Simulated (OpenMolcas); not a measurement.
**Ionisation energies of copper**

| Property | Result |
| --- | --- |
| Program | OpenMolcas |
| Basis | ANO-RCC-VDZP [5s4p2d1f] |
| Scalar Hamiltonian | DKH2, point nucleus |
| Spin-orbit coupling | RASSI with atomic mean-field integrals over the reference wave functions, term energies averaged over their components |

Active shells in each charge state: the valence d shell, with orbitals averaged over the low states. Where CASPT2's correlated closed shells are named, they are those of the first ion.

A. CASSCF
B. SS-CASPT2, IPEA 0.25 Eh, imaginary shift 0.1 Eh (closed shells correlated: 3s 3p)
C. SS-CASPT2, IPEA 0.25 Eh, imaginary shift 0.1 Eh (closed shells correlated: none)
D. SS-CASPT2, IPEA 0 Eh, imaginary shift 0.1 Eh (closed shells correlated: 3s 3p)
E. SS-CASPT2, IPEA 0.25 Eh, imaginary shift 0.1 Eh (closed shells correlated: 2s 2p 3s 3p)

Energies in eV between the lowest computed levels, named as in B; reference values from the NIST Atomic Spectra Database with their kind.

```csv
From,To,A,B,C,D,E,Spin-orbit share in B,Reference
Cu2+ 3d⁹ ²D_5/2,Cu3+ 3d⁸ ³F₄,35.120,38.064,37.817,38.000,38.076,-0.072,36.841 (measured)
Cu3+ 3d⁸ ³F₄,Cu4+ 3d⁷ ⁴F_9/2,55.382,57.699,57.448,57.679,57.707,-0.020,57.380 (semi-empirical)
Cu4+ 3d⁷ ⁴F_9/2,Cu5+ 3d⁶ ⁵D₄,78.149,79.754,79.564,79.765,79.755,+0.053,79.800 (semi-empirical)
Cu5+ 3d⁶ ⁵D₄,Cu6+ 3d⁵ ⁶S_5/2,101.747,102.855,102.723,102.843,102.853,+0.143,103.000 (semi-empirical)
Cu6+ 3d⁵ ⁶S_5/2,Cu7+ 3d⁴ ⁵D₀,138.658,139.031,139.142,139.065,139.017,-0.243,139.000 (semi-empirical)
Cu7+ 3d⁴ ⁵D₀,Cu8+ 3d³ ⁴F_3/2,167.689,167.923,168.005,167.944,167.907,-0.093,166.000 (theoretical)
```

Error against the reference values, in %:

| From | Reference | A | B | C | D | E |
| --- | --- | --- | --- | --- | --- | --- |
| Cu2+ | measured | -4.7 | +3.3 | +2.6 | +3.1 | +3.4 |
| Cu3+ | semi-empirical | -3.5 | +0.6 | +0.1 | +0.5 | +0.6 |
| Cu4+ | semi-empirical | -2.1 | -0.1 | -0.3 | 0 | -0.1 |
| Cu5+ | semi-empirical | -1.2 | -0.1 | -0.3 | -0.2 | -0.1 |
| Cu6+ | semi-empirical | -0.2 | 0 | +0.1 | 0 | 0 |
| Cu7+ | theoretical | +1.0 | +1.2 | +1.2 | +1.2 | +1.1 |

Absolute error against the one measured value: A 1.72 eV, B 1.22 eV, C 0.98 eV, D 1.16 eV, E 1.23 eV. C lies closest.

The lowest level within the active space need not be the ion's true ground level.
